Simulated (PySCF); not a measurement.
# Ionisation energy of Mo by level of theory

Mo [Kr] 4d5 5s1 [4d3/2^4 4d5/2^1 5s1/2^1, M_J = 3] → Mo⁺ [Kr] 4d5 [4d3/2^4 4d5/2^1, M_J = 5/2], as a difference of total energies. All numbers are calculated (PySCF 2.14, the two-component X2C-1e Hamiltonian, in x2c-TZVPPall-2c (8s9p7d2f1g, 93 functions)). Correlated levels: [Ar] 3d10 frozen; the 6 highest virtual spinors dropped. "Screened" scales the spin-orbit matrix elements by Boettger's factors to mimic the two-electron term; Breit and QED terms are absent.

| method | ionisation energy (eV) |
| --- | --- |
| GHF (screened spin-orbit) | 6.254 |
| GMP2 (screened spin-orbit) | 7.094 |

Task: How much does correlation contribute at GMP2 (screened spin-orbit)?

Result: 7.094 − (6.254) = 0.840 eV, measured against GHF (screened spin-orbit).

Errors of the correlated levels include the incompleteness of this basis and the frozen core.

The labels give the starting determinants; with spin-orbit coupling the two ends relaxed to ⟨J²⟩ = 12.00, ⟨L²⟩ = 0.01, ⟨S²⟩ = 12.00 and ⟨J²⟩ = 8.75, ⟨L²⟩ = 0.01, ⟨S²⟩ = 8.75.

For comparison: 7.092 eV (measured; NIST Atomic Spectra Database, ionization energies).
